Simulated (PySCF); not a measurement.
Checking a proposed structure

A compound C7H12FNO gives the data below (simulated from a calculation) and was assigned the structure `CC(C)O[C@@H](C)[C@H](F)C#N`.

13C{1H} NMR (computed): δ 151.2 (C), 119.0 (C), 68.3 (CH2), 50.3 (CH2), 39.1 (CH3), 30.7 (CH2), 18.1 (CH3).

1H NMR (400 MHz, computed): δ 4.16 (q, 2H), 2.94 (m, 2H), 2.69 (m, 2H), 2.41 (s, 3H), 1.31 (t, 3H).

Level of theory: coordinates at the GFN2-xTB level, NMR shieldings at PBE0/pcSseg-1/GIAO, in PySCF 2.14 (no solvent model, relativity neglected, one computed conformer, rapidly exchanging positions averaged).

References, each an isolated molecule treated in the same way: TMS for 1H (σref 31.72) and 13C (σref 186.93).

**Question.** Compare with the shifts computed for the proposed structure, pairing carbons in order of shift.

**Answer.** Atom-mapped SMILES (the numbers label the heavy atoms): `[CH3:1][CH:2]([CH3:3])[O:4][C@@H:5]([CH3:6])[C@H:7]([F:8])[C:9]#[N:10]` (H(Xn): hydrogen on atom n).

```tsv
atom	computed for proposal	given list	difference
C9	122.2	151.2	-29.0
C7	84.1	119.0	-34.9
C5	77.7	68.3	+9.4
C2	75.2	50.3	+24.9
C1	25.9	39.1	-13.2
C3	23.1	30.7	-7.6
C6	19.6	18.1	+1.5
```

The rms difference is 20.7 ppm and the largest -34.9 ppm at C7 (sp3 CH bonded to F, α to a nitrile). The carbon types in order of shift don't match either: C, CH, CH, CH, CH3, CH3, CH3 for the proposal against C, C, CH2, CH2, CH3, CH2, CH3 in the data. The proposal doesn't fit.

**Question.** Which isomer fits?

**Answer.** `N1(C)C(F)=C(OCC)CC1`.

1. Carbon types of the structure: 2 × C, 3 × CH2, 2 × CH3, which accounts for all hydrogens.
2. δC 151.2: alkene carbon bearing nitrogen; an sp2 carbon further deshielded by the attached heteroatom.
3. δC 119.0: alkene carbon bearing oxygen; as expected for a trigonal carbon in a double bond.
4. δC 68.3: sp3 CH2 bonded to O; deshielded by the electronegative neighbour.
5. δH 2.41: hydrogen on a methyl carbon bonded to N; its carbon carries N, hence the downfield position.

The shifts were computed for this structure.

Splittings by 19F in the carbon and heteronuclear signals aren't shown, as no couplings were computed. Shifts are as computed. Against solution values, carbons near 30 ppm lie about +3 ppm off and those near 130 ppm about +5 ppm. Of 1211 compounds with measured shifts, 218 miss one by over three times the rms of a fit or turn the order of signals round; such compounds aren't used in these exercises. No couplings were computed; multiplicities are counted from neighbouring protons, with m where these are inequivalent, close in shift, in a saturated or five-membered ring or joined by F or P, and br s for small geminal =CH2 splittings.
